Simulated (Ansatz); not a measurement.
`[NH2][In]([OH])[SH]` from Hartree–Fock to CCSD(T)

Cartesian coordinates in Å:
```
N -1.244 -1.069 0.455
In 0.328 0.108 0.018
O 1.900 -0.107 1.203
S 0.509 1.540 -1.873
H -2.154 -0.724 0.186
H -1.281 -1.384 1.415
H 2.665 0.396 0.915
H -0.722 1.239 -2.319
```

The species carries charge 0 and has multiplicity 1. Correlated methods include outer-core shells of In, which these sets cover unevenly. In takes the def2 core potential. Geometry: relaxed with PBE0-D4/def2-TZVP. It is one conformer, not always the lowest. Frozen core, restricted reference, Ansatz 0.2.0.

| basis | HF (Eh) | MP2 corr. | CCSD corr. | (T) | CCSD(T) total |
| --- | --- | --- | --- | --- | --- |
| def2-SVP | -718.19357 | -0.58428 | -0.61771 | -0.01694 | -718.82822 |
| def2-TZVPP | -718.51429 | -0.92699 | -0.94352 | -0.03647 | -719.49428 |
| def2-QZVPP | -718.53389 | -1.16856 | – | – | – |
